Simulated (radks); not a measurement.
The numbers below are computed, except where a source is named.
Q: All-electron atom: the thulium ion Tm37+ in [Ar] 3d10 4s2 4p2 (the NIST ground configuration). Code: a radial shooting solver on a logarithmic mesh with Libxc functionals. Model: scalar-relativistic Kohn-Sham, PBE, spin-polarised, spherical densities, finite nucleus; open shells are filled with parallel spins first (spin-orbit coupling, left out, can overturn this in heavy ions); Fermi nuclear charge, rms radius 5.2256 fm. Some entries of the table are withheld. Estimate them.

orbital  occ.  eigenvalue (hartree)  r(max) (bohr)
1s up       1             -2237.827        0.01261
1s down     1             -2237.763        0.01261
2s up       1             -426.2848        0.07184
2s down     1             -426.2497        0.07185
2p up       3             -383.4520        0.05849
2p down     3             -383.3961        0.05850
3s up       1             -138.7676         0.2017
3s down     1             -138.7032         0.2017
3p up       3             -125.7536         0.1982
3p down     3             -125.6805         0.1983
3d up       5                   (1)         0.1610
3d down     5                   (2)         0.1610
4s up       1                   (3)         0.4326
4s down     1                   (4)         0.4320
4p up       2             -60.43894         0.4430
4p down     0             -60.07665         0.4425

A: 
(1) 3d up eigenvalue (hartree): -110.1083
(2) 3d down eigenvalue (hartree): -110.0407
(3) 4s up eigenvalue (hartree): -65.34059
(4) 4s down eigenvalue (hartree): -64.97601
